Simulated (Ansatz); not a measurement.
Steps of a relaxation of `O=C(O)c1cccc(O)c1` with RKS PBE0-D4/def2-TZVP.

```sh
$ ansatz run in.yaml --threads 2 --pin off --events-out ev --progress --plain --max-ram 20480MiB --backend cuda --devices 0, --max-vram 18GiB
```

```yaml
crystal:
  periodic: [false, false, false]
  atoms:
    - {symbol: O, position_ang: [2.667015, -1.640300, -0.810804]}
    - {symbol: C, position_ang: [1.636747, -1.630809, -0.157568]}
    - {symbol: O, position_ang: [1.271706, -2.671081, 0.639093]}
    - {symbol: C, position_ang: [0.651325, -0.509251, -0.137620]}
    - {symbol: C, position_ang: [0.919930, 0.617511, -0.941724]}
    - {symbol: C, position_ang: [0.015481, 1.684541, -0.947949]}
    - {symbol: C, position_ang: [-1.147237, 1.638619, -0.162594]}
    - {symbol: C, position_ang: [-1.414635, 0.511796, 0.642136]}
    - {symbol: O, position_ang: [-2.523763, 0.410019, 1.423380]}
    - {symbol: C, position_ang: [-0.509581, -0.565544, 0.652716]}
    - {symbol: H, position_ang: [1.990846, -3.330846, 0.536701]}
    - {symbol: H, position_ang: [1.837104, 0.629158, -1.546547]}
    - {symbol: H, position_ang: [0.211546, 2.569997, -1.571502]}
    - {symbol: H, position_ang: [-1.856455, 2.483564, -0.171631]}
    - {symbol: H, position_ang: [-3.053772, 1.221629, 1.318381]}
    - {symbol: H, position_ang: [-0.719357, -1.441702, 1.279831]}
basis:
  gaussian: {orbitals: def2-TZVP}
hamiltonian: {xc: pbe0, dispersion: d4}
relax: {f_tol: 0.005, max_steps: 150}
```

Positions (Å) and forces (eV/Å) along the path, 7 of 7 steps:

```xyz
16
step=1 energy=-13488.7046 eV
O     2.667   -1.640   -0.811   -1.235   -0.035    0.807
C     1.637   -1.631   -0.158    0.594   -0.106   -0.326
O     1.272   -2.671    0.639    0.796    0.089   -0.554
C     0.651   -0.509   -0.138   -0.254    0.380   -0.044
C     0.920    0.618   -0.942   -0.197   -0.063    0.163
C     0.015    1.685   -0.948   -0.028   -0.215    0.142
C    -1.147    1.639   -0.163    0.098   -0.277    0.090
C    -1.415    0.512    0.642    0.586   -0.008   -0.378
O    -2.524    0.410    1.423   -0.052    0.624   -0.310
C    -0.510   -0.566    0.653   -0.004    0.207   -0.116
H     1.991   -3.331    0.537   -0.511    0.423    0.101
H     1.837    0.629   -1.547   -0.489    0.008    0.312
H     0.212    2.570   -1.572   -0.105   -0.473    0.335
H    -1.856    2.484   -0.172    0.373   -0.434   -0.002
H    -3.054    1.222    1.318    0.334   -0.568    0.097
H    -0.719   -1.442    1.280    0.094    0.448   -0.315
16
step=2 energy=-13488.7989 eV
O     2.642   -1.627   -0.803   -0.212   -0.012    0.135
C     1.623   -1.617   -0.157    0.033   -0.067    0.027
O     1.266   -2.652    0.635    0.278    0.062   -0.212
C     0.644   -0.502   -0.138   -0.080    0.109   -0.016
C     0.912    0.613   -0.935   -0.048   -0.045    0.058
C     0.016    1.671   -0.940   -0.008   -0.044    0.029
C    -1.136    1.625   -0.162    0.002   -0.089    0.051
C    -1.399    0.508    0.634    0.194   -0.019   -0.118
O    -2.505    0.408    1.412   -0.018    0.209   -0.104
C    -0.506   -0.560    0.645   -0.009    0.069   -0.035
H     1.977   -3.306    0.537   -0.172    0.105    0.054
H     1.818    0.626   -1.534   -0.129    0.008    0.081
H     0.210    2.547   -1.555   -0.027   -0.123    0.086
H    -1.837    2.460   -0.170    0.103   -0.116   -0.002
H    -3.032    1.210    1.311    0.070   -0.170    0.048
H    -0.715   -1.427    1.265    0.024    0.122   -0.083
16
step=3 energy=-13488.8061 eV
O     2.635   -1.623   -0.803    0.025    0.010   -0.013
C     1.620   -1.613   -0.157   -0.058   -0.043    0.031
O     1.265   -2.644    0.632    0.043    0.050   -0.045
C     0.642   -0.500   -0.139    0.012    0.000    0.005
C     0.909    0.611   -0.932    0.003   -0.008    0.004
C     0.016    1.666   -0.938    0.002    0.009   -0.005
C    -1.132    1.620   -0.161   -0.010    0.004    0.002
C    -1.394    0.507    0.630    0.007   -0.016    0.004
O    -2.499    0.408    1.408    0.012    0.016   -0.017
C    -0.504   -0.558    0.642   -0.004   -0.004    0.004
H     1.970   -3.299    0.538   -0.013   -0.024    0.022
H     1.812    0.625   -1.529    0.004    0.004   -0.007
H     0.209    2.538   -1.550    0.002    0.005   -0.004
H    -1.830    2.452   -0.169   -0.002    0.006   -0.002
H    -3.027    1.205    1.310   -0.019   -0.005    0.015
H    -0.714   -1.420    1.260   -0.004   -0.005    0.004
16
step=4 energy=-13488.8063 eV
O     2.635   -1.623   -0.804    0.001    0.002   -0.021
C     1.619   -1.614   -0.159    0.001   -0.004    0.050
O     1.266   -2.643    0.633    0.015    0.019   -0.032
C     0.642   -0.500   -0.139   -0.003   -0.007   -0.012
C     0.909    0.612   -0.932    0.000   -0.004    0.001
C     0.017    1.667   -0.937    0.000    0.003   -0.002
C    -1.132    1.620   -0.161   -0.003    0.004    0.001
C    -1.393    0.507    0.630   -0.001   -0.005    0.005
O    -2.498    0.408    1.408    0.009    0.007   -0.010
C    -0.504   -0.558    0.642   -0.002   -0.004    0.001
H     1.970   -3.299    0.542   -0.008   -0.015    0.013
H     1.811    0.625   -1.530    0.004    0.002   -0.002
H     0.210    2.539   -1.550    0.002    0.003   -0.002
H    -1.830    2.453   -0.169   -0.002    0.003   -0.001
H    -3.028    1.204    1.312   -0.011   -0.002    0.008
H    -0.715   -1.421    1.259   -0.002   -0.002    0.003
16
step=5 energy=-13488.8064 eV
O     2.634   -1.624   -0.805   -0.008    0.005   -0.001
C     1.620   -1.614   -0.158    0.015   -0.002   -0.004
O     1.267   -2.642    0.633    0.000   -0.003    0.002
C     0.642   -0.500   -0.139   -0.003    0.001   -0.002
C     0.909    0.612   -0.933    0.000    0.002    0.001
C     0.017    1.667   -0.937   -0.002   -0.003    0.001
C    -1.132    1.621   -0.161    0.003    0.001   -0.001
C    -1.393    0.507    0.630   -0.007    0.004    0.002
O    -2.498    0.408    1.407    0.003   -0.002   -0.002
C    -0.504   -0.558    0.642    0.001   -0.002   -0.001
H     1.969   -3.300    0.543   -0.004   -0.002    0.004
H     1.811    0.626   -1.530    0.000    0.000    0.002
H     0.211    2.540   -1.550    0.000    0.000    0.000
H    -1.829    2.453   -0.169    0.000    0.000    0.001
H    -3.030    1.203    1.313    0.000   -0.001    0.000
H    -0.715   -1.421    1.259    0.000    0.001    0.001
16
step=6 energy=-13488.8064 eV
O     2.634   -1.624   -0.806   -0.003    0.002    0.000
C     1.620   -1.614   -0.158    0.007   -0.001   -0.004
O     1.267   -2.641    0.633   -0.001   -0.002    0.003
C     0.642   -0.500   -0.140   -0.002    0.001    0.001
C     0.909    0.612   -0.933    0.000    0.002    0.000
C     0.017    1.667   -0.937    0.000   -0.001    0.001
C    -1.132    1.621   -0.161    0.001    0.000   -0.001
C    -1.393    0.508    0.630   -0.002    0.002    0.000
O    -2.498    0.408    1.407    0.000   -0.001    0.001
C    -0.504   -0.558    0.641    0.001   -0.001   -0.002
H     1.968   -3.301    0.544   -0.001    0.000    0.001
H     1.811    0.626   -1.530    0.000    0.000    0.000
H     0.211    2.540   -1.550    0.000    0.000    0.000
H    -1.829    2.453   -0.169    0.000    0.000    0.000
H    -3.030    1.203    1.313    0.001    0.000   -0.001
H    -0.715   -1.421    1.259    0.000    0.000    0.000
16
step=7 energy=-13488.8064 eV
O     2.633   -1.624   -0.807   -0.001   -0.001    0.000
C     1.620   -1.614   -0.159    0.000    0.000   -0.001
O     1.267   -2.641    0.634    0.000    0.000    0.002
C     0.642   -0.500   -0.140   -0.001    0.000    0.001
C     0.909    0.612   -0.933    0.000    0.001    0.000
C     0.017    1.667   -0.937    0.000    0.000    0.000
C    -1.132    1.621   -0.161    0.000    0.000    0.000
C    -1.393    0.508    0.629    0.001    0.000   -0.001
O    -2.498    0.407    1.407   -0.001   -0.001    0.001
C    -0.504   -0.558    0.641    0.000    0.000   -0.001
H     1.968   -3.301    0.545    0.000    0.000    0.000
H     1.812    0.626   -1.530    0.000    0.000    0.000
H     0.211    2.540   -1.550    0.000    0.000    0.000
H    -1.829    2.454   -0.169    0.000    0.000    0.000
H    -3.030    1.202    1.313    0.000    0.000   -0.001
H    -0.715   -1.421    1.259    0.000    0.000    0.000
```

It took 11 s on 2 threads of an AMD EPYC 7R13 on a shared host and a share of an NVIDIA H100 80 GB, with 0.97 GiB of host memory at the peak.
